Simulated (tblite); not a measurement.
Task: Give a GFN2-xTB geometry of InChI=1S/CH6F4OSi3/c2-1(3,4)7-6-9-8-5/h7-9H2.

Result: 
```
atom  x, y, z in Å
F1    -3.5650   -0.8429   -1.1203
Si2   -1.9519   -0.6964   -1.0713
Si3   -1.5622    0.6720    0.7408
O4     0.0763    0.8983    0.8714
Si5    1.6581    0.8585    0.6963
C6     1.9565   -0.5531   -0.6114
F7     1.3986   -0.2609   -1.8099
F8     1.4003   -1.7274   -0.2361
F9     3.2513   -0.8206   -0.8629
H10   -1.5031   -2.0831   -0.9775
H11   -1.6357   -0.1521   -2.3906
H12   -2.0410    2.0594    0.6668
H13   -1.9068    0.1512    2.0701
H14    2.1282    2.0849    0.0727
H15    2.2919    0.4202    1.9288
```

Orientation and origin are arbitrary. Atoms count from 1 in this order. The 2 O–Si bonds span 1.592 Å (O4–Si5, drawn single) to 1.659 Å (Si3–O4, drawn single), a spread of 0.067 Å. Si2 (fluorine-bound silicon) is distorted tetrahedral (angles from 102.8° to 117.5°). Si5 (oxygen-bound silicon) is distorted tetrahedral (angles from 104.1° to 118.5°). Of the pairs four or more bonds apart, Si2···F7 is among the closest relative to their van der Waals radii: 3.46 Å, 97 % of the sum of Bondi's values.

Bonds between heavy atoms (Å): F1–Si2 1.620, Si2–Si3 2.304, Si3–O4 1.659, O4–Si5 1.592, Si5–C6 1.947, C6–F7 1.354, C6–F8 1.353, C6–F9 1.346.

The geometry is computed with GFN2-xTB (gas phase).

Point group: C1 (no symmetry element, even within 0.4 Å). Its lowest GFN2-xTB frequency is 13 cm⁻¹, too small to tell a flat minimum from a shallow saddle. The numbers are those of one conformer (F1–Si2–Si3–O4 -179°). 3 starts were optimised and ended at 0.00, 0.65 and 3.45 kcal/mol (GFN2-xTB); the lowest of these is shown.
